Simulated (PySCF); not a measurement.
Cartesian coordinates in Å; atom numbers follow the order of the lines, from 1:
```xyz
16

N     3.606   -0.607   -0.729
C     2.657   -0.547   -0.063
Si    1.102   -0.431    0.954
C    -0.266   -1.402    0.064
C    -0.923   -0.467   -0.963
C    -1.386    0.853   -0.328
Si    0.068    1.648    0.618
H     1.440   -0.913    2.321
H     0.119   -2.322   -0.401
H    -1.004   -1.709    0.827
H    -0.201   -0.254   -1.772
H    -1.774   -0.975   -1.447
H    -2.191    0.656    0.401
H    -1.803    1.539   -1.082
H     0.889    2.551   -0.242
H    -0.353    2.376    1.853
```

Geometry: PBE0-D3(BJ)/def2-SVP; GIAO shifts from PySCF 2.14, gas phase, non-relativistic, averaged over equivalent atoms.

At PBE0/pcSseg-1 (178 basis functions, 47 s wall time on 1 thread of an Arm Neoverse N1, shared host):
```csv
atoms,δ (ppm)
N1,375.0
C2,126.4
C5,26.1
C4,16.0
C6,12.0
Si3,-59.3
Si7,-61.5
H8,4.31
H15,3.97
H16,3.91
H12,2.36
H9,1.60
H14,1.49
H11,1.27
H13,0.41
H10,0.35
```

Chemical shifts δ = σref − σ; $^{15}$N (σ = 265.67 ppm) against NH3; TMS for $^{13}$C (σ = 184.41 ppm), $^{29}$Si (σ = 351.99 ppm), $^{1}$H (σ = 31.27 ppm), all at this level.

Q: Predict the values at HF/pcSseg-1 on the same geometry.

A: 
| atoms | δ at HF/pcSseg-1 | change |
| --- | --- | --- |
| N1 | 385.8 | +10.8 |
| C2 | 134.5 | +8.1 |
| C5 | 20.9 | -5.2 |
| C4 | 11.1 | -4.9 |
| C6 | 7.8 | -4.2 |
| Si3 | -51.6 | +7.7 |
| Si7 | -56.7 | +4.8 |
| H8 | 3.98 | -0.33 |
| H15 | 3.70 | -0.27 |
| H16 | 3.61 | -0.30 |
| H12 | 2.20 | -0.16 |
| H9 | 1.28 | -0.32 |
| H14 | 1.20 | -0.29 |
| H11 | 1.07 | -0.20 |
| H13 | 0.15 | -0.26 |
| H10 | 0.10 | -0.25 |

Shifts are taken against calculated references (same method and geometry level): $^{15}$N (σref 265.72) vs NH3; $^{13}$C (σref 190.85) and $^{29}$Si (σref 393.43) and $^{1}$H (σref 31.69) against TMS.

The largest change is at N1 (nitrile nitrogen). Cost: 178 basis functions, 22 s wall time on 1 thread of an Arm Neoverse N1, shared host. The order of the carbon signals is the same at both levels.

Experimental scales use liquid or dissolved standards, which lie at an offset from isolated NH3 (liquid NH3: subtract about 20 ppm). Unscaled 15N shifts of sp2 nitrogen come out 20 to 40 ppm too high even then.
